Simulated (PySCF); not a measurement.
**How the method changes the constants of AsF⁻**

State: ²Π (doublet), unpaired electrons π ↑. Set-up: PySCF, scalar-relativistic core potentials, basis sets As aug-cc-pVDZ-PP with ECP10, F aug-cc-pVDZ. De refers to As + F⁻ in their high-spin ground configurations, without counterpoise correction. The functionals are run spin-unrestricted. A positive dipole points towards F; it is taken about the centre of mass and depends on that origin.

| Level | Re (Å) | ωe (cm⁻¹) | De (eV) | μ (D) |
| --- | --- | --- | --- | --- |
| UHF | 1.847 | 550 | n/a | -0.81 |
| UHF-MP2 | 1.877 | 530 | 1.16 | n/a |
| UHF-SCS-MP2 | 1.881 | 524 | 1.23 | n/a |
| PBE | 1.894 | 505 | 1.83 | -0.55 |
| BLYP | 1.913 | 484 | 1.83 | -0.72 |
| BP86 | 1.893 | 505 | 1.89 | -0.51 |
| r²SCAN | 1.869 | 528 | 1.76 | -0.45 |
| r²SCANh | 1.862 | 536 | 1.72 | -0.49 |
| PBE0 | 1.866 | 534 | 1.72 | -0.60 |
| HSE06 | 1.868 | 532 | 1.78 | -0.61 |

What does a quarter of exact exchange do here, going from PBE to PBE0?

PBE0 less PBE: -2.8 pm in Re, +5.7 % in ωe, -0.11 eV in De. Exact exchange removes part of the self-interaction that spreads semilocal densities, and in most molecules shortens and stiffens the bond and lowers De; so it does here.

What does the step from GGA to meta-GGA do here, going from PBE to r²SCAN?

r²SCAN less PBE: -2.5 pm in Re, +4.6 % in ωe, -0.07 eV in De. 

What does second-order correlation do here, going from UHF to UHF-MP2?

UHF-MP2 less UHF: +3.0 pm in Re, -3.6 % in ωe. Correlation nearly always deepens the well. The bond lengthens, as in strong covalent bonds, where excitations into antibonding orbitals dominate.

Correlated steps freeze 5 core orbitals. Correlated levels converge slowly with the basis: in double zeta they bind strong bonds too weakly, by up to about 1 eV, and carry superposition errors of some tenths. Spin–orbit coupling is left out. For an ion De counts to the pair picked by the measured ionisation energies or electron affinities, which need not be the lowest pair at this level. The highest Kohn–Sham level is positive in this anion. Much of that is self-interaction error, but it also means that the finite basis helps to hold the extra electron. The state was picked by a PBE0 search and need not be the measured ground state.
